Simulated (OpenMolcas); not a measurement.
**What dynamic correlation does to the levels of W³⁺**

- Program: OpenMolcas 26.06
- Basis: ANO-RCC-VDZP [7s6p4d2f1g]
- Scalar Hamiltonian: DKH2, point nucleus
- Active space: 3 electrons in 9 orbitals (RAS2 5d 6s; RAS3 6p, at most 2 electrons)
- State averaging: 2S+1 = 4 even, 20 roots; 2S+1 = 2 even, 70 roots kept (CI in the orbitals of an earlier block); 2S+1 = 4 odd, 45 roots; 2S+1 = 2 odd, 90 roots kept (CI in the orbitals of an earlier block, 80 in the spin-orbit step)
- Spin-orbit coupling: RASSI with atomic mean-field integrals over the reference wave functions, term energies averaged over their components

Methods on the same reference wave functions:
A. RASSCF
B. SS-RASPT2, IPEA 0.25 Eh, imaginary shift 0.1 Eh (closed shells correlated: 5s 5p)
C. MS-RASPT2, IPEA 0.25 Eh, imaginary shift 0.1 Eh (closed shells correlated: 5s 5p)

Energies in cm⁻¹ above 5d³ ⁴F_3/2, the measured ground level; measured values from the list in J. Phys. B 45, 035001 (2012).

```tsv
Level	A	B	C	Measured
5d³ ⁴F_3/2	0.0	0.0	0.0	0.0
5d³ ⁴F_5/2	4249	4430	4440	3537
5d³ ⁴F_7/2	8087	8250	8250	6745
5d³ ⁴F_9/2 [69 %]	11077	11090	11090	9256
5d³ ⁴P_1/2 [62 %]	14522	13250	13260	11773
5d³ ²G_7/2	18550	17960	17960	15261
5d³ ²H_9/2 [54 %]	19523	19140	19140	
5d³ ⁴P_5/2	20600	19340	19330	17190
5d³ ²P_1/2 [62 %]	22783	21450	21430	18365
5d³ ²H_11/2	26676	26120	26120	22223
5d³ ²D_5/2(1)	27777	26180	26200	22766
5d³ ²G_9/2 [52 %]	29061	28520	28510	
5d³ ²P_3/2 [54 %]	30967	29500	29440	
5d³ ²F_5/2	33911	31430	31440	27938
5d³ ²F_7/2	34530	32230	32230	28412
5d² 6s ⁴F_3/2	37229	35140	35150	32692
5d² 6s ⁴F_5/2	39974	37850	37860	35094
5d² 6s ⁴F_7/2	44408	42350	42350	39030
5d² 6s ⁴F_9/2	49136	47060	47060	43224
5d² 6s ⁴P_1/2	51930	48780	48780	45517
5d³ ²D_3/2(2)	52892	48830	48820	
5d² 6s ⁴P_3/2	54412	51360	51360	47680
5d² 6s ²D_3/2 [72 %]	58832	55810	55800	51860
5d² 6s ²F_7/2 [72 %]	59230	56540	56540	52828
```

Deviations, from unrounded energies. A percentage is the sum of absolute deviations over the sum of measured energies, with the sign that they share, or ± where signs differ.

| Against measurement | Levels | A | B | C |
| --- | --- | --- | --- | --- |
| mean absolute deviation (cm-1) | 19 | 4600 | 2900 | 2900 |
| fine structure of the ground term (%) | 3 | +19.8 | +21.7 | +21.7 |
| other terms of the ground configuration (%) | 8 | +21.6 | +14.7 | +14.7 |
| other configurations (%) | 8 | +13.6 | +7.7 | +7.8 |

B, C lie about equally close to measurement and A furthest from it. The largest miss of B in the table is 5d² 6s ²D_3/2 [72 %], by +3900 cm-1. The ranking rests on the paired levels alone, and a cruder setting can come out closer through cancelling errors.

Between B and C the level of the table that moves most is 5d³ ²P_3/2 [54 %], by 56 cm-1 (lowest in C, highest in B). Moves below CASPT2's spread within the term are not significant.

The two smallest mean deviations differ by little beside CASPT2's spread within terms, so their order carries little weight.

From A to B the spin-free energies of the other terms of 5d³ shown, above ⁴F, scale by factors of 0.87 to 0.95, as is usual when dynamic correlation screens the repulsion within a d or f shell.

The lowest spin-free term lies below A's lowest term by 0.167 hartree in B, 0.167 hartree in C.

Term energies are means over components that CASPT2 splits; among the terms shown or strongly mixed into the levels shown the widest spread is 550 cm-1 (5d² 6s ²F, C). Some high roots are left out of the spin-orbit mixing, which shifts the levels that they would mix with. Terms from blocks run as CI alone lack orbitals of their own. A single d shell beside an s shell can misplace configurations of different d count against each other. The basis is small and was not contracted for so high a charge. Without dynamic correlation excited terms often stand tens of per cent too high (terms of higher spin than the ground term too low), and those without a measured partner can miss by more than the paired ones (holds for A). Some terms miss by over 15 % even with CASPT2, which points to a basis or an active space too small for the shells correlated (holds for B; C). Blocks of more than 70 roots (2S+1 = 2 odd) ran without multistate coupling (holds for C). Computed and measured levels are paired by configuration, term and J; levels that our copy of the source lacks, or whose pairing is in doubt (as where it misses far off the trend of its configuration), stay unpaired and out of the deviations. Only configurations of the active space appear. Levels that lie high or do not pair safely by name in every column are left out.

A share in square brackets marks a mixed level and gives the weight of the term that names it, the lowest over the columns. A number in round brackets counts repeated terms of one configuration in the order of the reference energies.
